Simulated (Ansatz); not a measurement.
`C=C[CH2][In]([F])[Cl]` + H–F → `[F][In]([F])[Cl]` + `C=CC` at 700 K and 1 bar (ligand exchange at the In–C bond).

Computed with Ansatz on PBE0-D4/def2-TZVP structures; ΔE is electronic, products minus reactants. CCSD(T)/CBS adds triple-zeta CCSD(T) − MP2 to the extrapolated MP2 energy (def2 sets, frozen cores). This one scheme is used for every species. def2 core potentials past Kr. For In outer-core shells are correlated without core-valence functions, which leaves a few kJ/mol of doubt a bond. Each species was taken in one conformer, which may not be the lowest.

```
                species  CCSD(T)/CBS energy (Eh)  H − E (kJ/mol)  S (J/(mol·K))
`C=C[CH2][In]([F])[Cl]`               -866.61551           277.8          538.2
                    H–F               -100.39570            45.2          198.5
     `[F][In]([F])[Cl]`               -849.27843            60.1          394.7
                 `C=CC`               -117.74610           260.0          340.6
```

H − E and S are ideal-gas, rigid-rotor, harmonic terms from PBE0-D4/def2-TZVP, for one conformer and one mirror image of each species. 1 Eh = 2625.50 kJ/mol, R = 8.31446 J/(mol·K).

By hand: ΔE, ΔH, ΔS and ΔG.

ΔE = (-849.27843) + (-117.74610) − (-866.61551) − (-100.39570) = -0.01332 Eh = -35.0 kJ/mol. Δ(H − E) = 60.1 + 260.0 − 277.8 − 45.2 = -2.9, so ΔH = -37.9 kJ/mol. ΔS = 394.7 + 340.6 − 538.2 − 198.5 = -1.4 J/(mol·K). ΔG = -37.9 − 700 × (-1.4)/1000 = -36.9 kJ/mol.

By hand: the equilibrium constant, and the temperature at which ΔG would vanish if ΔH and ΔS stayed fixed.

log₁₀ K = −ΔG/(RT ln 10) = 2.8. ΔG = 0 at ΔH/ΔS = 27071 K, far beyond where these terms or the molecules hold.

The number of gas molecules stays the same, so ΔS is small and ΔH decides. A doubt of 5 kJ/mol in ΔE shifts log₁₀ K by 0.4 here. Other conformers and mirror images would add mixing entropy, several J/(mol·K) or more a flexible species. Modes under 60 cm⁻¹, often nearly free rotors, make the harmonic entropy too high. These are equilibria of isolated gas molecules and say nothing of rates. Largest T1 diagnostic: 0.016 (customary marks: 0.02 for closed shells, 0.045 for open ones).
